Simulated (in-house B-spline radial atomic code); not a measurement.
**Binding energies in Nd**

NIST's tabulated ground configuration is [Xe] 4f4 6s2; each binding energy is the energy of the ion with one electron taken from that subshell, relaxed, less that of the parent. Level of theory: Dirac-Kohn-Sham PBE, spherical fractional occupations, Fermi nucleus of rms radius 4.9123 fm; calculated with a radial B-spline atomic code at the basis-set limit. Energies include first-order Breit, QED and recoil terms.

```
subshell  X-ray name  binding energy (eV)  -ε (eV)  relaxation (eV)
      1s           K                43624  43357.4           -421.1
      2s          L1               7064.8   7009.8            -74.1
   2p1/2          L2               6707.9   6632.0            -94.2
   2p3/2          L3               6185.3   6111.9            -85.7
      3s          M1               1539.2   1520.8            -21.8
   3p1/2          M2               1379.4   1359.4            -23.1
   3p3/2          M3               1275.4   1255.6            -21.7
   3d3/2          M4                  999    974.4            -25.6
   3d5/2          M5                976.5    952.0            -25.0
      4s          N1                310.7    302.4             -9.0
   4p1/2          N2                249.7    241.5             -8.8
   4p3/2          N3                227.2    219.0             -8.5
   4d3/2          N4                126.9    118.9             -8.1
   4d5/2          N5                  123    114.9             -8.1
      5s          O1                45.56    40.40            -5.26
   5p1/2          O2                29.01    24.20            -4.87
   5p3/2          O3                25.86    21.18            -4.71
      4f        N6,7                 8.24     1.75            -6.39
      6s          P1                 5.79     3.50            -2.30
```

Relaxation = -ε minus the binding energy without Breit, QED and recoil terms. With a density functional, K lines can miss by some tenths of a per cent, more in light atoms. For a density functional the relaxation so defined is negative, because -ε of a Kohn-Sham level is smaller than the binding energy.

Emission lines follow as differences of binding energies, with λ = 12398.42 eV·Å / E:

```csv
line,holes,energy (eV),wavelength (Å)
K-L3,1s → 2p3/2,37438.7,0.33117
K-L2,1s → 2p1/2,36916.1,0.33585
K-M3,1s → 3p3/2,42348.6,0.29277
L3-M5,2p3/2 → 3d5/2,5208.8,2.3803
L2-M4,2p1/2 → 3d3/2,5708.9,2.1718
L1-M3,2s → 3p3/2,5789.4,2.1416
L3-M1,2p3/2 → 3s,4646.1,2.6686
L2-N4,2p1/2 → 4d3/2,6581.0,1.884
```

**Question.** What screening constant σ does Moseley's law, E = (3/4)·13.6057 eV·(Z - σ)², need for K-L3?

**Answer.** σ = -0.57.

Moseley's non-relativistic formula needs a falling, then negative, screening constant for heavy elements, because relativity binds the 1s electron more strongly than the formula allows.

**Question.** What does it cost to remove two 3p3/2 electrons?

**Answer.** 2597.4 eV, which is 46.65 eV more than the two single binding energies together.

**Question.** What does it cost to remove both a 3d5/2 and a 4d5/2 electron?

**Answer.** 1121.5 eV, which is 22.08 eV more than the two single binding energies together.

**Question.** What does it cost to remove both a 3d5/2 and a 4f electron?

**Answer.** 1003.1 eV, which is 18.31 eV more than the two single binding energies together.
